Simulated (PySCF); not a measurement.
## Excitation energy of Cu(2+) by level of theory

Cu(2+) [Ar] 3d9 (2D) → Cu(2+) [Ar] 3d8 4s1 (4F), as a difference of total energies. All numbers are calculated (PySCF 2.14, the spin-free X2C one-electron Hamiltonian (Gaussian nucleus), in x2c-QZVPPall). Correlated levels: valence: [Ar] frozen; valence and next inner shell: [Ne] frozen. The calculations carry no spin-orbit coupling.

```tsv
method	excitation energy (eV)
UHF	5.802
LDA	7.843
PBE	7.410
PBE0	7.243
r2SCAN	6.778
wB97X	7.834
B2PLYP	7.307
TPSS	7.317
MP2 (valence)	7.801
SCS-MP2 (valence)	7.763
MP2 (valence and next inner shell)	8.163
SCS-MP2 (valence and next inner shell)	7.984
```

Question: How much does correlation contribute at MP2 (valence and next inner shell)?

Answer: 8.163 − (5.802) = 2.361 eV, measured against UHF.

A first-order spin-orbit estimate (lowest level to lowest level, LS coupling) adds -0.070 eV.

The basis was made for the ground configuration and has no added diffuse functions, so the excitation energy can come out too high.
